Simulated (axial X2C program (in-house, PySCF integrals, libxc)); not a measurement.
**What spin–orbit coupling does to RuSe⁻**

Computed with an axial X2C code built on PySCF integrals. Spin-free means the one-electron spin-free X2C Hamiltonian; two-component (2c) means X2C with spin–orbit coupling and atomic mean-field two-electron Coulomb and Gaunt terms, so the difference of the two also holds small scalar two-electron terms. Basis: Ru dyall-acv3z [13s13p9d5f3g], Se dyall-acv3z [9s10p7d5f1g] (cores contracted in-house); Gaussian nuclei, density fitting, unrestricted open shells. Masses: Ru 101.904 u, Se 79.917 u.

Spin-free state: M_S = 3/2, Λ = 2 (beyond evenly filled blocks: π+α, π-α, δ+α, δ+β, δ-α); fragments Ru + Se-.

```csv
level,Re (Å),ωe (cm⁻¹),De (eV),μ (D)
PBE0,2.239,316.0,2.983,-2.75
PBE,2.240,320.2,3.618,-1.26
```

Dipoles are positive if Se is the positive end and refer to the centre of mass.

Two-component determinant lowest at the distance of the search:

Ω = 7/2 (⟨Sz⟩ = 1.49, ⟨Lz⟩ = 2.01 at PBE0); fragments Ru + Se-.

```tsv
level	Re (Å)	ωe (cm⁻¹)	μ (D)
PBE0	2.240	314.8	-2.74
PBE	2.240	319.2	-1.25
```

(1) From the two tables, how do the constants change at the PBE0 level (2c against spin-free)?

Occupations by symmetry block were frozen at the best pattern of an incomplete PBE0 search. De is counted from the lowest determinant-based energies of the atoms at the same level, without counterpoise correction. De is not given where an atomic determinant may have missed its ground term or J level, or where the truncated virtual space spoils (T). Density functionals use the spin component along the axis (collinear). PBE0 can misorder states that lie within some tenths of an eV, so this need not be the ground state of the molecule. The nearest other spin-free determinant of the search, M_S = 5/2, Λ = 2, lies 0.36 eV up at the distance of the search. The functionals have no current-density term, which raises determinants with orbital currents, atoms included. With several unpaired electrons one determinant need not be a pure state. The highest occupied level of some functionals is positive through self-interaction error; at Hartree–Fock it is bound.

Answers

(1) At the PBE0 level Re goes up by 0.001 Å and ωe drops by 1.2 cm⁻¹.
